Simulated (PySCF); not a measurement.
Choosing a molecule for a target property.

Species are written as SMILES; each is one conformer at its optimised geometry, gas phase, non-relativistic unless stated; the electronic structure was computed with PySCF and density fitting.

Dipoles, sizes and rotational constants follow the conformer. The torsions of the flexible species, by atom-mapped SMILES:
- `[CH3:1][c:2]1[cH:3][cH:4][cH:5][cH:6][c:7]1[NH:8][NH:9][SiH3:10]`: C6–C7–N8–N9 -26°, C7–N8–N9–Si10 -67°
- `[CH3:1]/[CH:2]=[N:3]\[N:4]=[CH:5]/[CH:6]([CH3:7])[CH3:8]`: C2–N3–N4–C5 -102°, N4–C5–C6–C7 111°
- `[O:1]=[N+:2]([O-:3])[OH:4]`: H–O4–N2–O1 0°
- `[CH2:1]=[CH:2][S@@:3](=[O:4])[c:5]1[cH:6][cH:7][cH:8][cH:9][cH:10]1`: C1–C2–S3–O4 3°, C2–S3–C5–C6 -101°
- `[CH2:1]=[CH:2][CH2:3][NH:4][N:5]=[C:6]([CH3:7])[CH3:8]`: C1–C2–C3–N4 131°, C2–C3–N4–N5 157°, C3–N4–N5–C6 159°

(1) Wanted: dipole moment above 2 D (PBE0/pcSseg-1) and HOMO energy below -8 eV (PBE0/pcSseg-1), at GFN2-xTB geometries. Which candidate meets both?
A. `c1(C)ccccc1NN[SiH3]`
B. `O=[N+]([O-])O`
C. `C=C[S@@](=O)c1ccccc1`
D. `C/C=N\N=C/C(C)C`

(2) Wanted: HOMO–LUMO gap between 6 eV and 7 eV (PBE0/pcSseg-1) and smallest rotational constant above 0.9 GHz (GFN2-xTB), at GFN2-xTB geometries. Which candidate meets both?
A. `C=CCNN=C(C)C`
B. `O=[N+]([O-])O`
C. `C/C=N\N=C/C(C)C`
D. `Cc1ccccc1NN[SiH3]`

Answers

(1) B. Computed values:
```csv
species,dipole moment,HOMO energy
c1(C)ccccc1NN[SiH3],0.79 D,-5.87 eV
C/C=N\N=C/C(C)C,2.33 D,-6.63 eV
O=[N+]([O-])O,2.50 D,-9.47 eV
C=C[S@@](=O)c1ccccc1,3.54 D,-6.93 eV
```

(2) C. Computed values:
```
          species  HOMO–LUMO gap  smallest rotational constant
Cc1ccccc1NN[SiH3]        5.92 eV                     0.607 GHz
     C=CCNN=C(C)C        6.23 eV                     0.725 GHz
  C/C=N\N=C/C(C)C        6.68 eV                     1.004 GHz
    O=[N+]([O-])O        7.75 eV                     6.454 GHz
```
